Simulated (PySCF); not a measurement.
C3H7NOSi.
SMILES: `C=C[SiH2]C(N)=O`

Computed, not measured: TDDFT CAM-B3LYP/def2-SVPD, vertical, gas phase, core orbitals frozen in the response (PySCF). Geometry: PBE0-D3(BJ)/def2-SVP, one conformer, isolated molecule. Torsions of this conformer, `[CH2:1]=[CH:2][SiH2:3][C:4]([NH2:5])=[O:6]`: C1–C2–Si3–C4 -102°, C2–Si3–C4–N5 13°, H–N5–C4–Si3 0°, H–N5–C4–Si3 178°.

Problem. List the vertical singlet excitations with oscillator strengths and describe the spectrum.

Solution. 

```
state  E (eV)  E (kJ/mol)  λ (nm)       f  |μ| (D)  main configurations (H = HOMO, L = LUMO)
   S1    4.82         465   257.4  0.0016     0.30                               H→L+1 (87%)
   S2    5.96         575   207.9   0.106     2.17                                 H→L (85%)
   S3    6.63         640   186.9   0.014     0.76                H→L+2 (72%), H-1→L+1 (12%)
   S4    6.78         654   182.8   0.103     2.00                  H-3→L (53%), H-2→L (32%)
   S5    7.07         683   175.2   0.017     0.79                               H-1→L (80%)
   S6    7.16         691   173.1   0.040     1.21   H→L+3 (24%), H→L+7 (17%), H-1→L+1 (16%)
```

The lowest singlet comes at 257 nm (465 kJ/mol) in the ultraviolet; it is very weak; its leading configuration is HOMO→LUMO+1 (87%). The largest oscillator strength of a single state is 0.106. S1 has the pattern of n→π* at C=O. The oscillator strengths of these states sum to 0.282; summed over the whole spectrum of an exact calculation they would give the number of electrons, 54 (Thomas–Reiche–Kuhn). Orbital energies (eV): HOMO-3 -10.84, HOMO-2 -9.95, HOMO-1 -9.48, HOMO -8.35, LUMO 0.17, LUMO+1 0.91, LUMO+2 1.04. The listed states span 2.35 eV, and the widest gap between neighbours is 1.15 eV (S1 to S2). The window holds the lowest 6 singlets.

The run took about 70 s of CPU time (one thread, shared machine).
